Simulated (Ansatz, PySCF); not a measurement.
Species: 2-bromofuran, C₄H₃BrO, charge 0, multiplicity 1. SMILES: Brc1ccco1
Structure (B3LYP-D3(BJ)/def2-TZVP (Ansatz, a quantum-chemistry and plane-wave program) minimum search):
```xyz
9

Br     1.5034    -0.2805    -0.0023
C     -0.3076     0.1641    -0.0095
C     -0.9459     1.3561    -0.1091
C     -2.3436     1.0460    -0.0535
C     -2.4372    -0.2989     0.0743
O     -1.1885    -0.8581     0.1030
H     -0.4844     2.3223    -0.2085
H     -3.1634     1.7423    -0.1032
H     -3.2583    -0.9877     0.1545
```
Charge 0, spin multiplicity 1.

Harmonic wavenumbers (cm⁻¹) at HF/3-21G (Ansatz, at its own minimum) and at B3LYP-D3(BJ)/def2-TZVP (PySCF, at the structure above). Modes are numbered in rising order, 21 in all, and paired by that order; shown are modes over 250 cm⁻¹ that lie over 6 % from every other mode at both levels, one of each degenerate set, at most eight drawn at random. The second level is harmonic too, so this factor is not the one that brings values to measured fundamentals.

| mode | HF/3-21G (x) | B3LYP-D3(BJ)/def2-TZVP (y) |
|---|---|---|
| 2 | 264 | 264 |
| 3 | 387 | 371 |
| 6 | 896 | 735 |
| 17 | 1636 | 1495 |
| 18 | 1750 | 1594 |

Task: Fit one scale factor, y = λ·x, by least squares, and use it for mode 16, which lies at 1501 cm⁻¹ at HF/3-21G.

Result: λ = Σxy/Σx² = 6107153/6761277 = 0.9033; the rows scatter about it by 38 cm⁻¹ (root mean square). Prediction for mode 16: 1356 cm⁻¹. The wavenumber at B3LYP-D3(BJ)/def2-TZVP is 1398 cm⁻¹, so the fit misses by -42 cm⁻¹, against +103 cm⁻¹ without it. The fit is meant for this molecule alone.
